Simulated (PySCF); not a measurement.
Coordinates in bohr (charge 0 multiplicity 2):
```
Tl    0.0000    0.0000   -0.8381
Br    4.6315    0.0000    1.0873
Br   -4.6315    0.0000    1.0873
```

Level of theory: PySCF, UPBE0, basis Tl def2-SVP with ECP60, Br def2-SVP (scalar-relativistic core potentials, no spin–orbit coupling, density fitting).

This geometry of TlBr₂ is a stationary point at this level.

Task: What is the point group?

Result: C2v.

Task: Is it a minimum?

Result: Yes: all harmonic wavenumbers are real, though the softest, 31 cm⁻¹, leaves little margin.

Task: Give the ideal-gas entropy at 298.15 K and 1 bar by parts.

Result: translation 182.4, rotation 119.0, vibration 44.1, spin 5.8; total 351.2 J/(mol K).

Task: What is the atomisation energy, with and without zero-point energy?

Result: 487 kJ/mol without, 485 kJ/mol with.

Other isomers or separated fragments may lie lower. No spin–orbit coupling is included, which matters more the heavier the element.
